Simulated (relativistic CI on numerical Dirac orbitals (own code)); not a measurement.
# Zr⁴⁺: q coefficients and field-shift factors

Computed by Dirac-Coulomb-Breit CI, separate exchange-only KLI orbitals for each configuration, valence Slater integrals scaled by 0.85, P86 correlation energy added to each configuration, derivatives by finite differences, QED left out (own radial code, finite nucleus).

Configuration list (outside the closed core [Ar] 3d10): 4s2.4p6, 4s2.4p5.4d, 4s2.4p5.4f, 4s.4p6.4d, 4s2.4p5.5s, 4s2.4p5.5p, 4s.4p6.4f. Double excitations out of closed p, d and f shells are left out; levels of such configurations are missing from the list, as are those of other unlisted configurations, and high levels can miss mixing partners.

With x = (α/α₀)² − 1 an excitation energy changes as ω = ω₀ + qx; K = 2q/ω₀ is the relative enhancement. Terms are leading LS components, so labels can repeat. The field-shift factor is F = δν/δ⟨r²⟩ for the transition from the lowest level.

Lowest level 4s2.4p6 1S_0.

| Level | ω₀ (cm⁻¹) | q (cm⁻¹) | K | F (GHz/fm²) |
| --- | --- | --- | --- | --- |
| 4s2.4p5.4d 3P°_0 | 242752 | 363.6 | 0.003 | 0.941 |
| 4s2.4p5.4d 3P°_1 | 244901 | 1954 | 0.016 | 0.935 |
| 4s2.4p5.4d 3P°_2 | 249248 | 4987 | 0.04 | 0.929 |
| 4s2.4p5.4d 3F°_4 | 251589 | 1775 | 0.0141 | 0.934 |
| 4s2.4p5.4d 3F°_3 | 254277 | 2478 | 0.0195 | 0.907 |
| 4s2.4p5.4d 3F°_2 | 258235 | 4753 | 0.0368 | 0.89 |
| 4s2.4p5.4d 3D°_3 | 266777 | 1539 | 0.0115 | 1.01 |
| 4s2.4p5.4d 1D°_2 | 272242 | 12030 | 0.0884 | 0.841 |
| 4s2.4p5.4d 3D°_1 | 272884 | 8500 | 0.0623 | 0.907 |
| 4s2.4p5.4d 3D°_2 | 276166 | 13970 | 0.101 | 0.867 |
| 4s2.4p5.4d 1F°_3 | 278040 | 15330 | 0.11 | 0.841 |
| 4s2.4p5.5s 3P°_2 | 329876 | -7695 | -0.0467 | 6.13 |
| 4s2.4p5.5s 1P°_1 | 332621 | -7124 | -0.0428 | 5.96 |
| 4s2.4p5.4d 1P°_1 | 340855 | 6548 | 0.0384 | 1.13 |
| 4s2.4p5.5s 3P°_0 | 345358 | 8584 | 0.0497 | 5.96 |
| 4s2.4p5.5s 3P°_1 | 347353 | 8117 | 0.0467 | 6.01 |
| 4s2.4p5.5p 3S_1 | 376406 | -3847 | -0.0204 | 2.12 |
| 4s2.4p5.5p 3D_2 | 380832 | -5839 | -0.0307 | 2.13 |
| 4s2.4p5.5p 3D_3 | 382457 | -2848 | -0.0149 | 2.11 |
| 4s2.4p5.5p 1P_1 | 384715 | -3631 | -0.0189 | 2.12 |
| 4s2.4p5.5p 3P_2 | 386505 | -2809 | -0.0145 | 2.11 |
| 4s2.4p5.5p 3P_0 | 392729 | 301.4 | 0.00154 | 2.08 |
| 4s2.4p5.5p 3D_1 | 396117 | 9868 | 0.0498 | 1.96 |

At this charge configurations can still be misplaced by up to about 7 % of their energy.
